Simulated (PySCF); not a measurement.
Si(Br)(Me)(OH)2 (CH5BrO2Si), SMILES C[Si](O)(O)Br. Geometry optimised at PBE-D3(BJ)/def2-SVP. This is a generated structure with no PubChem entry under its InChIKey; it may be hypothetical. The values are those of a single conformer.

All values below come from PBE-D3(BJ)/def2-SVP (PySCF 2.14.0).

Harmonic wavenumbers (cm⁻¹): 86, 128, 179, 182, 228, 242, 271, 341, 404, 686, 736, 751, 805, 820, 895, 940, 1225, 1374, 1376, 2987, 3090, 3100, 3761, 3767. Rotational constants (GHz): 3.556, 1.476, 1.434; symmetry number 1.

**Question.** Work out the zero-point energy and the ideal-gas rigid-rotor harmonic-oscillator thermochemistry at 298.15 K and 1 atm.

**Answer.** ZPE = ½ Σ hcν = ½ × 28375 cm⁻¹ = 40.56 kcal/mol. H − E(el) = 46.30 kcal/mol. Entropy in cal/(mol K): translation 41.06, rotation 28.15, vibration 20.37, total 89.58. G − E(el) = 19.60 kcal/mol. Cp = 28.91 cal/(mol K). Modes under 150 cm⁻¹ make the vibrational entropy uncertain.
